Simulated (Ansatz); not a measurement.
Reactions of `[CH3][Sn][OH]`.

Gas-phase electronic energies from Ansatz, PBE0-D4/def2-TZVP geometries. CCSD(T)/CBS adds triple-zeta CCSD(T) − MP2 to the extrapolated MP2 energy (def2 sets, frozen cores). This one scheme is used for every species, atoms too. Functionals use def2-TZVPP. Open shells (•) are unrestricted, without spin–orbit coupling. Spin–orbit coupling would lower the free atoms: a little for C, O; strongly for Sn. Elements past krypton have def2 core potentials. Bonds to Ge, Sn, Ta are less sure, by a few kJ/mol each and by 10 to 20 or more in all where they break to atoms, as the def2 sets lack core-valence functions. Scalar relativity is left out up to krypton. One conformer a species, not always the lowest.

```json
{"reaction": "`[CH3][Sn][OH]` + H–F → `[OH][Sn][F]` + CH₄", "CCSD(T)/CBS(def2) (kJ/mol)": "?"}
{"reaction": "`[CH3][Sn][OH]` + CH₃SH → `C[S][Sn][OH]` + CH₄", "CCSD(T)/CBS(def2) (kJ/mol)": "?"}
{"reaction": "`[CH3][Sn][OH]` + HCl → `[CH3][Sn][Cl]` + H₂O", "CCSD(T)/CBS(def2) (kJ/mol)": "-74"}
{"reaction": "`[CH3][Sn][OH]` → `O=[CH][SnH3]`", "CCSD(T)/CBS(def2) (kJ/mol)": "231"}
{"reaction": "`[CH3][Sn][OH]` + `C[S][GeH2][CH3]` → `[CH3][Sn][CH3]` + `C[S][GeH2][OH]`", "CCSD(T)/CBS(def2) (kJ/mol)": "?"}
{"reaction": "`[CH3][Sn][OH]` + `[NH2][Ta]([NH2])(=[O])[F]` → `[CH3][Sn][F]` + `[NH2][Ta]([NH2])(=[O])[OH]`", "CCSD(T)/CBS(def2) (kJ/mol)": "1"}
{"reaction": "`[CH3][Sn][OH]` + dimethylamine → `C[N](C)[Sn][OH]` + CH₄", "CCSD(T)/CBS(def2) (kJ/mol)": "-84"}
{"reaction": "`[CH3][Sn][OH]` + `C=C(N)OC` → `[CH3][Sn][NH2]` + `C=C(O)OC`", "CCSD(T)/CBS(def2) (kJ/mol)": "29"}
{"reaction": "`[CH3][Sn][OH]` → C• + 4 H• + O• + Sn•", "CCSD(T)/CBS(def2) (kJ/mol)": "2394"}
```

**Question.** Fill in the missing values. (An estimate is asked.)

**Answer.** Ansatz gave: `[CH3][Sn][OH]` + H–F → `[OH][Sn][F]` + CH₄: -141.8 kJ/mol; `[CH3][Sn][OH]` + CH₃SH → `C[S][Sn][OH]` + CH₄: -133.1 kJ/mol; `[CH3][Sn][OH]` + `C[S][GeH2][CH3]` → `[CH3][Sn][CH3]` + `C[S][GeH2][OH]`: +59.8 kJ/mol.

Largest T1 diagnostic: 0.020, for `[NH2][Ta]([NH2])(=[O])[F]`.
